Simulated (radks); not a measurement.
Question: Neutral potassium, 19 electrons, occupied as [Ar] 4s1. Method: scalar-relativistic Kohn-Sham, r2SCAN, spin-unpolarised, spherical densities, finite nucleus; meta-GGA in the generalised Kohn-Sham scheme; Fermi nuclear charge, rms radius 3.4349 fm; computed with a radial shooting solver on a logarithmic mesh with Libxc functionals. Some entries of the table are withheld. Estimate them.

orbital  occ.  eigenvalue (eV)  <r> (bohr)
1s          2        -3539.154     0.08106
2s          2        -359.7028         (1)
2p          6        -284.1230      0.3500
3s          2         -36.9503         (2)
3p          6         -19.6302         (3)
4s          1          -2.2900       5.205

Answer: 
(1) 2s <r> (bohr): 0.3863
(2) 3s <r> (bohr): 1.271
(3) 3p <r> (bohr): 1.432
